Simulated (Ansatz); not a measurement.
Reaction (hydrogenolysis of the Si–Si bond): `CO[SiH]([SiH3])Cl` + H₂ → `CO[SiH2]Cl` + SiH₄

Program: Ansatz. Geometries: PBE0-D4/def2-TZVP. ΔE: electronic, gas phase. CBS: MP2 limit from def2 TZ/QZ plus the TZ coupled-cluster correction, frozen cores. This one scheme is used for every species. DFT in def2-TZVPP. Each species was taken in one conformer, which may not be the lowest.

| level | ΔE (eV) |
| --- | --- |
| ωB97X-V | -0.26 |
| B2PLYP | -0.33 |
| revPBE | -0.18 |
| SCS-MP2/def2-QZVPP | -0.33 |

(1) What does CCSD(T)/CBS give? (Best estimate.)

Largest T1 diagnostic among the species: 0.012.

Answers

(1) The calculation gave: -0.24 eV. The listed levels differ from it by -0.02, -0.09, 0.06, -0.09 eV.

At CCSD(T), def2-SVP lies −0.15 eV from the extrapolated value and def2-TZVPP −0.04 eV. In def2-TZVPP, CCSD(T) changes the Hartree–Fock value by +0.30 eV (the triples alone add +0.06 eV) and MP2 by +0.30 eV.
